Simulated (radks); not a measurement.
Species: N+. Configuration: [He] 2s2 2p2 (the NIST ground configuration). Method: scalar-relativistic Kohn-Sham, r2SCAN, spin-polarised, spherical densities, finite nucleus; open shells are filled with parallel spins first; meta-GGA in the generalised Kohn-Sham scheme; Fermi nuclear charge, rms radius 2.5582 fm; computed with a radial shooting solver on a logarithmic mesh with Libxc functionals. Some entries of the table are withheld. Estimate them.

| orbital | occ. | eigenvalue (hartree) | <r^2> (bohr^2) |
|---|---|---|---|
| 1s up | 1 | (1) | 0.07137 |
| 1s down | 1 | (2) | 0.07050 |
| 2s up | 1 | (3) | 1.798 |
| 2s down | 1 | (4) | 1.952 |
| 2p up | 2 | -0.82760 | (5) |
| 2p down | 0 | -0.64504 | (6) |

Answer. 
(1) 1s up eigenvalue (hartree): -14.94374
(2) 1s down eigenvalue (hartree): -14.88400
(3) 2s up eigenvalue (hartree): -1.29682
(4) 2s down eigenvalue (hartree): -1.11135
(5) 2p up <r^2> (bohr^2): 1.949
(6) 2p down <r^2> (bohr^2): 2.247
